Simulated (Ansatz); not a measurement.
`Sc1ccc(-c2ccc(-c3ccc(-c4ccc(-c5ccc(-c6ccc(S)o6)o5)o4)o3)o2)o1` with charge +1. The state is a doublet with charge 1. Geometry PBE-D4/def2-SVP, that of the neutral singlet; atoms count from 1.

```xyz
46

S    -8.252   -3.552    4.567
C    -7.216   -2.298    5.232
C    -7.290   -1.586    6.415
C    -6.168   -0.702    6.410
C    -5.483   -0.931    5.227
C    -4.295   -0.364    4.655
C    -3.416    0.619    5.099
C    -2.419    0.754    4.095
C    -2.745   -0.155    3.095
C    -2.139   -0.490    1.843
C    -2.468   -1.400    0.844
C    -1.473   -1.268   -0.163
C    -0.594   -0.286    0.279
C     0.592    0.286   -0.281
C     1.471    1.268    0.161
C     2.467    1.400   -0.845
C     2.138    0.490   -1.844
C     2.745    0.154   -3.096
C     2.420   -0.754   -4.096
C     3.417   -0.620   -5.100
C     4.295    0.364   -4.655
C     5.484    0.931   -5.226
C     6.170    0.701   -6.408
C     7.292    1.585   -6.413
C     7.216    2.299   -5.231
S     8.250    3.555   -4.566
O     6.130    1.915   -4.506
O     3.886    0.834   -3.436
O     0.997   -0.189   -1.502
O    -0.998    0.189    1.500
O    -3.886   -0.834    3.435
O    -6.130   -1.913    4.506
H    -7.506   -3.702    3.438
H    -8.057   -1.686    7.190
H    -5.893    0.021    7.185
H    -3.490    1.173    6.041
H    -1.558    1.430    4.088
H    -3.331   -2.074    0.855
H    -1.393   -1.818   -1.105
H     1.391    1.819    1.104
H     3.329    2.074   -0.857
H     1.559   -1.431   -4.090
H     3.492   -1.173   -6.041
H     5.897   -0.023   -7.183
H     8.060    1.686   -7.187
H     7.505    3.703   -3.436
```

Single mean-field runs in def2-TZVP are fitted with def2-universal-jkfit.

Problem. Estimate the Mulliken populations of the heavy atoms from the PBE0/def2-TZVP orbitals of Ansatz.

Solution. 
```
atom  charge (e)  spin (α − β)
  S1       -0.09          0.04
  C2        0.13          0.07
  C3       -0.15         -0.01
  C4       -0.24          0.07
  C5        0.15          0.00
  C6        0.30          0.08
  C7       -0.18          0.01
  C8       -0.21          0.06
  C9        0.21          0.02
 C10        0.24          0.07
 C11       -0.20          0.03
 C12       -0.20          0.05
 C13        0.22          0.05
 C14        0.22          0.05
 C15       -0.20          0.05
 C16       -0.20          0.03
 C17        0.24          0.07
 C18        0.21          0.02
 C19       -0.21          0.06
 C20       -0.18          0.01
 C21        0.30          0.08
 C22        0.15          0.00
 C23       -0.24          0.07
 C24       -0.15         -0.01
 C25        0.13          0.07
 S26       -0.09          0.04
 O27       -0.21         -0.01
 O28       -0.20         -0.01
 O29       -0.21         -0.02
 O30       -0.21         -0.02
 O31       -0.20         -0.01
 O32       -0.21         -0.01
```
Mulliken values depend strongly on the basis.

Problem. Where does the spin sit?

Solution. Summed by element: S 0.07, C 1.04, O -0.08, H -0.03, of 1 unpaired in all. Largest on single atoms: C6 0.08, C21 0.08, C2 0.07.

Problem. And the Mayer bond orders between heavy atoms (over 0.3)?

Solution. S1–C2 1.17 (1.76 Å); C2–C3 1.51 (1.38 Å); C2–O32 1.15 (1.36 Å); C3–C4 1.34 (1.43 Å); C4–C5 1.47 (1.39 Å); C5–C6 1.07 (1.44 Å); C5–O32 1.05 (1.38 Å); C6–C7 1.42 (1.39 Å); C6–O31 1.11 (1.37 Å); C7–C8 1.35 (1.42 Å); C8–C9 1.41 (1.39 Å); C9–C10 1.13 (1.43 Å); C9–O31 1.11 (1.37 Å); C10–C11 1.40 (1.39 Å); C10–O30 1.11 (1.37 Å); C11–C12 1.33 (1.42 Å); C12–C13 1.40 (1.39 Å); C13–C14 1.14 (1.43 Å); C13–O30 1.10 (1.37 Å); C14–C15 1.40 (1.39 Å); C14–O29 1.10 (1.37 Å); C15–C16 1.33 (1.42 Å); C16–C17 1.40 (1.39 Å); C17–C18 1.13 (1.43 Å); C17–O29 1.11 (1.37 Å); C18–C19 1.41 (1.39 Å); C18–O28 1.11 (1.37 Å); C19–C20 1.35 (1.42 Å); C20–C21 1.42 (1.39 Å); C21–C22 1.07 (1.44 Å); C21–O28 1.11 (1.37 Å); C22–C23 1.47 (1.39 Å); C22–O27 1.05 (1.38 Å); C23–C24 1.34 (1.43 Å); C24–C25 1.51 (1.38 Å); C25–S26 1.17 (1.76 Å); C25–O27 1.15 (1.36 Å).
